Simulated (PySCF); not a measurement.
# Computed structure and properties of [CeF4]−

System: [CeF4]− (singlet in the valence; each metal's 4f electrons, 1 of them, lie in its core potential, out of spins and levels); start: template (Td). Method: PySCF 2.14.0, RKS PBE0, Ce lcecp-1-SVP with ECP47, F def2-SVP; non-relativistic Hamiltonian with scalar-relativistic core potentials where named; density fitting; no spin-orbit coupling.

Input of the relaxation:

```python
mol = gto.M(atom='''
Ce    -0.00000    -0.00000    -0.00000
F      1.25500     1.25500     1.25500
F     -1.25500    -1.25500     1.25500
F      1.25500    -1.25500    -1.25500
F     -1.25500     1.25500    -1.25500''',
    basis={'Ce': 'lcecp-1-SVP', 'F': 'def2-SVP'},
    ecp={'Ce': 'lcecp-1-SVP'},
    charge=-1, spin=0)
mf = dft.RKS(mol, xc='PBE0')
mf.grids.atom_grid = (50, 194)  # f atoms: unpruned, at least (60, 302)
mf = mf.density_fit()  # fitting sets: Ce AutoAux, F def2-universal-JKFIT
mf.conv_tol = 1e-08; mf.max_cycle = 55
mf.kernel(dm0)  # dm0: converged density of the start geometry
# quasi-Newton relaxation in Cartesian coordinates to a largest gradient under 0.00045 Eh/bohr, steps kept in the point group
```

Run from Python with OMP_NUM_THREADS=2; the lines above give its settings. Where DIIS fails, smearing, a level shift and second-order steps follow.
It took 7.4 s on 2 threads of Arm Neoverse V2 (shared host), from the converged density of the start.

Course of the relaxation:

```csv
step,energy above end (eV),largest force component within the symmetry (eV/Å)
0,0.0006,0.041
1,0.0001,0.012
2,0.0000,0.000
```

Relaxed geometry (Td):

```xyz
5

Ce    0.0000    0.0000    0.0000
F     1.2573    1.2573    1.2573
F    -1.2573   -1.2573    1.2573
F     1.2573   -1.2573   -1.2573
F    -1.2573    1.2573   -1.2573
```

| contact | Å |
| --- | --- |
| Ce1–F2 (F) | 2.178 |
| Ce1–F3 (F) | 2.178 |
| Ce1–F4 (F) | 2.178 |
| Ce1–F5 (F) | 2.178 |

On the finer grid (75, 302):

```
HOMO                                                          : -4.66 eV
LUMO                                                          : 3.54 eV
Dipole about the centre of mass                               : 0.00 D
Set of Mulliken populations of Ce1 outside the core potential : s 2.12, p 6.31, d 1.34, f 0.10
D3(BJ) dispersion energy (not in the energies)                : -0.056 eV
```

| atom | Mulliken (e) | Löwdin (e) | spin (e) |
| --- | --- | --- | --- |
| Ce1 | 1.13 | 0.70 | 0.00 |
| F2 | -0.53 | -0.43 | 0.00 |
| F3 | -0.53 | -0.43 | 0.00 |
| F4 | -0.53 | -0.43 | 0.00 |
| F5 | -0.53 | -0.43 | 0.00 |

The 4f levels lie in the core potential and are missing. Their spin isn't counted.

On the grid (50, 194), as all that follows. Harmonic modes: a minimum; lowest 101 cm⁻¹ (negative: unstable), highest 500 cm⁻¹, zero-point energy 0.153 eV.

Taking off one F (charge -1, singlet; the rest: singlet) in vacuum, both parts rigid, costs 6.33 eV; the small basis without counterpoise inflates it.

Rigid scan of F along the line from its metal:

| distance to F2 (Å) | energy (eV) |
| --- | --- |
| 1.88 | 1.032 |
| 1.98 | 0.393 |
| 2.08 | 0.084 |
| 2.18 | 0.000 |
| 2.28 | 0.064 |
| 2.38 | 0.224 |
| 2.58 | 0.695 |
| 2.88 | 1.509 |
| 3.28 | 2.489 |
| 3.78 | 3.383 |

One start shape was tried, so this needn't be the lowest isomer.

An lcecp potential fixes the number of 4f electrons, so in runs with it no electron can move into or out of that shell.
